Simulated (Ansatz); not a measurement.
**Four-centre ligand exchange**

Start structure (Si$_{2}$H$_{4}$Cl$_{2}$OF$_{2}$, closed shell), relaxed at PBE0-D4/def2-TZVP:

```tsv
atom	x (Å)	y (Å)	z (Å)
Si1	-0.7109	0.0094	1.4682
O2	-0.0605	-0.0034	0.0032
Si3	0.5285	-1.0345	-1.1644
F4	-2.2032	-0.4803	1.4111
F5	-0.7117	1.4930	1.9811
Cl6	0.3051	-1.1554	2.7550
H7	0.2523	2.0207	-0.6654
Cl8	0.5251	3.0872	-1.3264
H9	1.1615	-0.1845	-2.1940
H10	-0.6017	-1.8072	-1.7293
H11	1.5156	-1.9451	-0.5392
```

The step: Si₂H₃ClOF₂ ([F][Si]([F])([Cl])[O][SiH3]) + HCl → SiCl₂F₂ ([F][Si]([F])([Cl])[Cl]) + SiH₄O ([OH][SiH3]); bonds formed: Si1–Cl8, O2–H7; bonds broken: Si1–O2, H7–Cl8. Computed with Ansatz 0.2.0 (basis: def2-TZVPP and def2-QZVPP); correlated methods freeze the cores. Extrapolation: Hartree–Fock as exp(−7.88 √X), correlation as X^−2.97. Energies below are by CCSD(T) at an estimated basis limit (MP2 extrapolated from triple and quadruple zeta, plus CCSD(T) − MP2 in triple zeta).

(1) What are the electronic barrier and the energy of the step, from the start structure to the end structure? (To be estimated.)

The T1 diagnostic stays at or below 0.012.

Results:

(1) By the calculation: Barrier 28.81 kcal/mol; step energy 9.39 kcal/mol (uphill); reverse barrier, their difference, 19.41 kcal/mol. Barrier and step energy count from the start structure, the reverse barrier from the end structure.

The saddle point: One imaginary mode of 424i cm⁻¹.
| pair | start (Å) | saddle (Å) | end (Å) |
| --- | --- | --- | --- |
| Si1–Cl8 | 4.34 | 2.51 | 2.01 |
| O2–H7 | 2.15 | 1.12 | 0.96 |
| Si1–O2 | 1.60 | 1.73 | 3.26 |
| H7–Cl8 | 1.28 | 1.64 | 3.28 |

Zero-point energy (harmonic, PBE0-D4): ZPE is 29.37 kcal/mol at the start and 29.42 kcal/mol at the saddle, so the barrier goes from 28.81 to 28.85 kcal/mol.

Hydrogen chloride, the by-product of chloride precursors, can attack films and sites by steps of this kind. Here a small cluster stands in for the surface site.

Labels in which every atom is bracketed show which atoms are joined, not bond orders.

For scale, one of the runs: CCSD(T)/def2-TZVPP, 317 basis functions, launched by `ansatz run in.yaml --threads 4 --pin off --events-out ev --progress --plain --max-ram 66560MiB --backend cuda --devices 0, --max-vram 37GiB`. Hardware: 4 CPU threads of an AMD EPYC 7R13 and a share of one NVIDIA H100, shared host. Wall time 8 s; peak host memory 0.84 GiB.
